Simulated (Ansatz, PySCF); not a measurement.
This Ansatz (an electronic-structure program) input computes a B3LYP/def2-TZVPD energy:

Ansatz 0.2 input:
```yaml
crystal:
  periodic: [false, false, false]
  atoms:
    - {symbol: Si, position_ang: [0.47066539, -0.16821230, 0.69309430]}
    - {symbol: Br, position_ang: [-0.30554667, -1.77990946, -0.68183742]}
    - {symbol: Br, position_ang: [-0.46397419, 1.84856812, 0.30636999]}
    - {symbol: N, position_ang: [2.13808283, -0.00716241, 0.36907210]}
    - {symbol: H, position_ang: [2.72414256, -0.81146223, 0.20598770]}
    - {symbol: H, position_ang: [2.65319225, 0.81351818, 0.64854732]}
basis:
  gaussian:
    orbitals: def2-TZVPD
hamiltonian:
  xc: {name: B3LYP}
magnetization: {spin_polarized: true, initial_magnetization: 1}
output: {forces: true}
```

Problem. Write an input for the same energy in PySCF and say what it gives.

Solution. 
```python
from pyscf import gto, scf, dft

mol = gto.M(
    atom='''
    Si    0.47066539   -0.16821230    0.69309430
    Br   -0.30554667   -1.77990946   -0.68183742
    Br   -0.46397419    1.84856812    0.30636999
    N     2.13808283   -0.00716241    0.36907210
    H     2.72414256   -0.81146223    0.20598770
    H     2.65319225    0.81351818    0.64854732
    ''',
    basis='def2-tzvpd',
    charge=0,
    spin=1,
    verbose=4,
)

mf = dft.UKS(mol, xc='b3lyp').density_fit(auxbasis='def2-universal-jkfit')
mf.grids.level = 3
mf.conv_tol = 1e-9
mf.max_cycle = 100
mf.max_memory = 1500
mf.kernel()
if not mf.converged:
    mf = mf.newton()
    mf.kernel(mf.make_rdm1())
for _ in range(2):
    mo, _, stable, _ = mf.stability(return_status=True)
    if stable:
        break
    mf.kernel(mf.make_rdm1(mo, mf.mo_occ))
mf.analyze()
```
It gives -5493.95932 Eh, and Ansatz -5493.95924 Eh, a difference of 0.08 mEh, from the treatment of integrals and grids.

It need not be the lowest isomer of its formula.
